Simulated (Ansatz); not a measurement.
SiH2Me(OMe) (C₂H₈OSi), 12 atoms. Hardware: 2 threads of Intel Xeon Platinum 8375C on a shared host.

Correlated methods freeze 8 core orbitals.

(1) How many basis functions does each of these Ansatz runs have, and roughly what does it cost? HF/STO-3G, charge 0 singlet, energy; PBE0-D4/def2-SVP, charge 0 singlet, energy, from earlier orbitals; r2SCANh-D4/def2-TZVP, charge 0 singlet, energy, from earlier orbitals; RPA@PBE/def2-TZVP, charge 0 singlet, energy, from earlier orbitals; PBE0-D4/def2-SVP, charge 0 singlet, relaxation, 7 steps; r2SCAN-D4/def2-TZVP, charge 0 singlet, energy, from earlier orbitals; PBE-D4/def2-SVP, charge 0 singlet, energy, from earlier orbitals; PBE0-D4/def2-TZVP, charge 0 singlet, energy, from earlier orbitals; HF/def2-TZVP, charge 0 singlet, energy, from earlier orbitals; LDA (SPW92)/def2-TZVP, charge 0 singlet, energy, from earlier orbitals; CCSD(T)/def2-TZVP, charge 0 singlet, energy, from earlier orbitals; PBE-D4/def2-TZVP, charge 0 singlet, energy and forces, from earlier orbitals.

## Answers

(1) Other jobs shared the machine, so times can vary by a factor of up to 3. A dash marks memory too small to be measured apart from the calling script's.

```json
{"run": "HF/STO-3G, charge 0 singlet, energy", "functions": "32", "fitting or Cholesky vectors": "418", "wall time": "0.15 s", "peak host memory (GiB)": "–"}
{"run": "PBE-D4/def2-SVP, charge 0 singlet, energy, from earlier orbitals", "functions": "100", "fitting or Cholesky vectors": "1119", "wall time": "1 s", "peak host memory (GiB)": "–"}
{"run": "PBE0-D4/def2-SVP, charge 0 singlet, energy, from earlier orbitals", "functions": "100", "fitting or Cholesky vectors": "1119", "wall time": "1.1 s", "peak host memory (GiB)": "–"}
{"run": "HF/def2-TZVP, charge 0 singlet, energy, from earlier orbitals", "functions": "178", "fitting or Cholesky vectors": "1308", "wall time": "1.5 s", "peak host memory (GiB)": "–"}
{"run": "LDA (SPW92)/def2-TZVP, charge 0 singlet, energy, from earlier orbitals", "functions": "178", "fitting or Cholesky vectors": "1115", "wall time": "1.7 s", "peak host memory (GiB)": "–"}
{"run": "PBE0-D4/def2-TZVP, charge 0 singlet, energy, from earlier orbitals", "functions": "178", "fitting or Cholesky vectors": "1131", "wall time": "2.3 s", "peak host memory (GiB)": "–"}
{"run": "PBE-D4/def2-TZVP, charge 0 singlet, energy and forces, from earlier orbitals", "functions": "178", "fitting or Cholesky vectors": "1115", "wall time": "2.4 s", "peak host memory (GiB)": "–"}
{"run": "r2SCAN-D4/def2-TZVP, charge 0 singlet, energy, from earlier orbitals", "functions": "178", "fitting or Cholesky vectors": "1115", "wall time": "3.1 s", "peak host memory (GiB)": "–"}
{"run": "RPA@PBE/def2-TZVP, charge 0 singlet, energy, from earlier orbitals", "functions": "178", "fitting or Cholesky vectors": "1214", "wall time": "3.8 s", "peak host memory (GiB)": "–"}
{"run": "r2SCANh-D4/def2-TZVP, charge 0 singlet, energy, from earlier orbitals", "functions": "178", "fitting or Cholesky vectors": "1115", "wall time": "3.9 s", "peak host memory (GiB)": "–"}
{"run": "PBE0-D4/def2-SVP, charge 0 singlet, relaxation, 7 steps", "functions": "100", "fitting or Cholesky vectors": "1074", "wall time": "17 s", "peak host memory (GiB)": "–"}
{"run": "CCSD(T)/def2-TZVP, charge 0 singlet, energy, from earlier orbitals", "functions": "178", "fitting or Cholesky vectors": "1214", "wall time": "30 s", "peak host memory (GiB)": "1.8"}
```
